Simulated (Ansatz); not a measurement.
Frontier orbitals of Cl2F3HMoO, SMILES `[OH][Mo]([F])([F])([F])([Cl])[Cl]`.

| atom | x (Å) | y (Å) | z (Å) |
| --- | --- | --- | --- |
| O1 | 0.241 | -0.267 | 1.491 |
| Mo2 | 0.096 | 0.102 | -0.285 |
| F3 | -0.462 | 1.824 | 0.011 |
| F4 | 0.755 | -1.534 | -0.787 |
| F5 | -0.431 | 0.324 | -2.023 |
| Cl6 | -2.052 | -0.735 | -0.037 |
| Cl7 | 2.188 | 0.920 | -0.539 |
| H8 | -0.335 | -0.636 | 2.168 |

Charge 0, multiplicity 1. Correlated methods include outer-core shells of Mo, which these sets cover unevenly. Mo: def2 effective core potential. All single points use the PBE0-D4/def2-TZVP geometry. It is one conformer, not always the lowest. Basis def2-TZVPP, the Gaussian-basis code of Ansatz.

```
functional  HOMO (eV)  LUMO (eV)  gap (eV)
       PBE      -7.96      -5.75      2.21
      PBE0      -9.47      -5.35      4.12
     BHLYP     -10.84      -4.76      6.08
 CAM-B3LYP     -10.86      -4.41      6.45
   ωB97M-V     -11.73      -3.37      8.36
```

From PBE to PBE0 the HOMO moves by −1.51 eV and the LUMO by +0.40 eV, and with ωB97M-V by −3.77 and +2.38 eV, so the gap grows from 2.22 to 8.36 eV with exact exchange.
